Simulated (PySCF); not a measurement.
**Radial density of Sb (antimony, neutral)**

UHF, [Kr] 4d10 5s2 5p3, high-spin 4S determinant. Computed with PySCF 2.14 in cc-pVDZ-PP with ECP28MDF (4s3p2d, 23 functions), with a scalar-relativistic core potential. This is the valence pseudo-density: the core potential removes the inner electrons and smooths the orbitals near the nucleus.

| r (bohr) | 4πr²ρ (e/bohr) | 4πr²(ρα − ρβ) |
| --- | --- | --- |
| 0.00494 | 1.371e-05 | 0.0000 |
| 0.00830 | 3.793e-05 | 0.0000 |
| 0.0140 | 0.0001009 | 0.0000 |
| 0.0235 | 0.0002416 | 0.0000 |
| 0.0395 | 0.0004588 | 0.0000 |
| 0.0665 | 0.0008461 | 0.0000 |
| 0.112 | 0.005588 | 0.0000 |
| 0.188 | 0.07087 | 0.0002 |
| 0.316 | 1.194 | 0.0081 |
| 0.532 | 13.77 | 0.1319 |
| 0.895 | 22.33 | 0.0086 |
| 1.51 | 5.809 | 0.4993 |
| 2.53 | 2.279 | 1.3035 |
| 4.26 | 0.4544 | 0.3749 |
| 7.16 | 0.007534 | 0.0072 |

Energies and moments cover only the electrons outside the core potential.
